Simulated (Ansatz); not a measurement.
Cost and result for the atomization energy of C4H15GeNSi (`CC(C)(C)[N]([SiH3])[GeH3]`) (22 atoms, 21 bonds).

Cartesian coordinates in Å:
```
C 0.886 -1.329 1.017
C 0.529 0.021 0.402
C 0.125 0.991 1.512
C 1.765 0.551 -0.319
N -0.593 -0.145 -0.555
Si -1.805 -1.345 -0.284
Ge -0.838 1.138 -1.866
H 1.718 -1.212 1.714
H 0.050 -1.752 1.582
H 1.179 -2.045 0.246
H -0.128 1.970 1.099
H -0.748 0.614 2.050
H 0.938 1.126 2.230
H 2.051 -0.112 -1.138
H 2.603 0.622 0.377
H 1.601 1.553 -0.727
H -2.892 -1.105 -1.265
H -2.384 -1.282 1.091
H -1.312 -2.738 -0.473
H 0.214 0.993 -2.982
H -2.241 0.933 -2.447
H -0.716 2.553 -1.264
```

Charge 0, multiplicity 1. Correlated methods include outer-core shells of Ge, which these sets cover unevenly. Scalar relativity is left out up to krypton. The structure was optimised at the PBE0-D4/def2-TZVP level. Program: Ansatz. All runs use 4 threads of an AMD EPYC 7R13 on a shared host and a share of an NVIDIA H100 80 GB. Times are those of one run each, without the atoms' runs, and a repeat can differ threefold. Electronic energies, without spin–orbit coupling; frozen cores. CCSD(T)/CBS adds CCSD(T) − MP2 in def2-TZVPP to the MP2 limit, and its time is that of the two runs behind it. T1 = 0.011. With those shells the extrapolation isn't a true limit. B3LYP takes the VWN-RPA correlation (the form of Gaussian; ORCA's B3LYP/G).

CCSD(T)/CBS is a level of theory with its own doubt, some kJ/mol a heavy atom from the limit and from the frozen cores, so smaller differences don't rank the functionals.

```tsv
level	functions	wall time	atomization (kcal/mol)	difference from CCSD(T)/CBS	per bond
CCSD(T)/def2-SVP	195	2.5 s	1788.9	-90.5	-4.3
PBE0-D4/def2-TZVPP	455	3 s	1874.8	-4.6	-0.2
PBE-D4/def2-TZVPP (with forces)	455	3.1 s	1890.8	11.4	0.5
revPBE-D4/def2-TZVPP	455	3.1 s	1856.8	-22.6	-1.1
BHLYP-D4/def2-TZVPP	455	3.4 s	1841.2	-38.2	-1.8
PBE-QIDH/def2-TZVPP	455	3.8 s	1865.9	-13.5	-0.6
BLYP-D4/def2-TZVPP	455	3.9 s	1861.6	-17.8	-0.8
CAM-B3LYP-D4/def2-TZVPP	455	4 s	1884.7	5.3	0.3
B3LYP-D4/def2-TZVPP (with forces)	455	4.1 s	1875.7	-3.7	-0.2
ωB97M-V/def2-TZVPP (with forces)	455	6 s	1878.7	-0.7	0.0
MP2/def2-QZVPP	894	8.5 s	1869.9	-9.5	-0.5
CCSD(T)/def2-TZVPP	455	18 s	1838.6	-40.8	-1.9
CCSD(T)/CBS(def2)	–	27 s	1879.4	0.0	0.0
```

In def2-TZVPP, CCSD(T) changes the Hartree–Fock value by +447.5 kcal/mol (the triples alone add +22.6 kcal/mol) and MP2 by +454.8 kcal/mol; breaking electron pairs costs correlation energy, which Hartree–Fock lacks. Leaving LDA and LC-ωPBE aside and taking each functional with its dispersion term where it has one, the values spread over 49.5 kcal/mol, from BHLYP-D4 to PBE-D4. LDA lies +241.5 kcal/mol from PBE without D4, its usual overbinding. At CCSD(T), def2-SVP lies −90.5 kcal/mol from the extrapolated value and def2-TZVPP −40.8 kcal/mol: correlation converges slowly with the basis, and small sets miss more of it in the bonded molecule than in its fragments.

For some Ge, Se and Sn compounds the MP2-based and the directly extrapolated limit differ by 10 to 25 kJ/mol.
